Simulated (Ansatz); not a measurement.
Ansatz (an electronic-structure program) input (CCSD(T)/cc-pCVDZ): A basis named .json is the Basis Set Exchange file of that set (core-valence sets with the plain set on hydrogen).

Ansatz 0.2 input:
```yaml
crystal:
  periodic: [false, false, false]
  atoms:
    - {symbol: Si, position_ang: [0.23221123, -0.14228547, 0.35668380]}
    - {symbol: F, position_ang: [-0.90078658, -0.95744892, -0.40825915]}
    - {symbol: F, position_ang: [0.39676744, 1.26628240, -0.36593023]}
    - {symbol: H, position_ang: [1.49823902, -0.87873003, 0.23656190]}
    - {symbol: H, position_ang: [-0.21302390, 0.09122531, 1.73756926]}
basis:
  gaussian:
    orbitals: cc-pCVDZ.json
magnetization: {spin_polarized: false}
correlation: {method: ccsd_t, electrons: outside_noble_gas}
```

Output:

```
Functional definition: HF
integrals: 0.05 GiB planned
671 factors; integrals over basis functions are off by at most 8.1e-4 eV
mean field: 0.17 GiB planned
mean field evaluation 1: about -13306.8749 eV, gradient 3.2e1 eV
mean field evaluation 2: about -13306.9102 eV, gradient 3.3e1 eV
mean field evaluation 4: about -13308.8265 eV, gradient 1.6e0 eV
mean field evaluation 8: about -13308.8400 eV, gradient 5.0e-2 eV
mean field evaluation 16: about -13308.2362 eV, gradient 2.0e1 eV
mean field -13308.84000329 eV, -489.0908490653 hartree, gradient 7.1e-7 eV, S^2 0.000000; 0 other end points of the search recorded, 0 dependent functions left out
7 core orbitals not correlated
reference -13308.84000329 eV, -489.0908490653 hartree; 10, 10 occupied and 56, 56 virtual orbitals, 671 factors
second order -13.09579444 eV of doubles, -0.00000000 eV of singles
coupled cluster: 0.16 GiB planned
cycle   1  -13.18523300 eV  change   -8.9e-2 eV  update   8.1e-2
cycle   2  -13.48241161 eV  change   -3.0e-1 eV  update   2.2e-2
cycle   3  -13.56176120 eV  change   -7.9e-2 eV  update   1.2e-2
cycle   4  -13.55468639 eV  change    7.1e-3 eV  update   2.2e-3
cycle   5  -13.55389817 eV  change    7.9e-4 eV  update   8.5e-4
cycle   6  -13.55434968 eV  change   -4.5e-4 eV  update   2.2e-4
cycle   7  -13.55422563 eV  change    1.2e-4 eV  update   7.1e-5
cycle   8  -13.55418417 eV  change    4.1e-5 eV  update   1.8e-5
cycle   9  -13.55419314 eV  change   -9.0e-6 eV  update   6.5e-6
perturbative correction -0.20877479 eV, -0.0076723321 hartree
Total energy: -13322.60297122 eV, -489.5966288079 hartree
```
